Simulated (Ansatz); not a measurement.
Geometry optimisation, RHF/6-31G* (Ansatz).

The input (input.yaml):

```yaml
crystal:
  periodic: [false, false, false]
  atoms:
    - { symbol: Si, position_ang: [0.0, 0.0, 0.0] }
    - { symbol: Si, position_ang: [1.3097, 0.0, 2.0349] }
    - { symbol: H, position_ang: [-0.0051, -0.4067, 2.5222] }
    - { symbol: H, position_ang: [2.3193, -0.9353, 2.5222] }
    - { symbol: H, position_ang: [1.6149, 1.342, 2.5222] }
    - { symbol: H, position_ang: [1.6588, 0.0, 0.0648] }
    - { symbol: F, position_ang: [-0.7489, 1.2974, -0.5295] }
    - { symbol: C, position_ang: [-0.8808, -1.5259, -0.6227] }
    - { symbol: H, position_ang: [-1.3804, -2.0377, 0.2261] }
    - { symbol: H, position_ang: [-1.6409, -1.2332, -1.3768] }
    - { symbol: H, position_ang: [-0.1449, -2.2146, -1.0879] }
basis:
  gaussian: { orbitals: "6-31G*" }
hamiltonian:
  xc: hf
relax:
  f_tol: 0.15
  max_steps: 25
  restrain:
    - { distance: [1, 5], at: 1.46, k: 30.0 }
    - { distance: [0, 1], at: 3.42, k: 30.0 }
    - { distance: [0, 5], at: 2.66, k: 30.0 }
```

Launched with:

```bash
$ ansatz run input.yaml --threads 1 --pin off --max-ram 2048MiB --backend cpu --events-out ev --progress --plain --runs-dir out
```

Task: Where does it end, and by what steps?

Result: It converged. The restraints hold the end off the free minimum. After 12 steps the energy has fallen by 2.525 eV (the restraints' own energy left out); Si1 moved furthest, 1.05 Å. Parted: Si1–Si2 (2.42 → 3.43 Å). Joined: Si2–H6 (2.00 → 1.47 Å).

```csv
step,energy less start (eV),largest force component (eV/Å),accepted
0,0.0000,4.528,yes
1,1.8328,6.300,yes
2,2.3964,6.909,yes
3,1.9436,6.659,yes
4,0.3234,5.332,yes
5,-1.0130,2.860,yes
6,-1.8714,1.967,yes
7,-2.2256,1.783,yes
8,-2.4054,1.611,yes
9,-2.5033,0.523,yes
10,-2.5173,0.451,yes
11,-2.5229,0.410,yes
12,-2.5251,0.413,yes
```

```xyz
11
Properties=species:S:1:pos:R:3
Si -0.964 0.422 -0.063
Si 1.567 -0.116 2.186
H 0.421 -0.798 2.808
H 2.824 -0.742 2.639
H 1.565 1.314 2.527
H 1.478 -0.270 0.729
F -0.482 1.103 -1.444
C -1.055 -1.383 -0.670
H -1.226 -2.083 0.141
H -1.874 -1.481 -1.380
H -0.154 -1.680 -1.196
```

Run time: 26 s on 1 thread of Arm Neoverse V1 (shared host), peak memory 0.15 GiB.
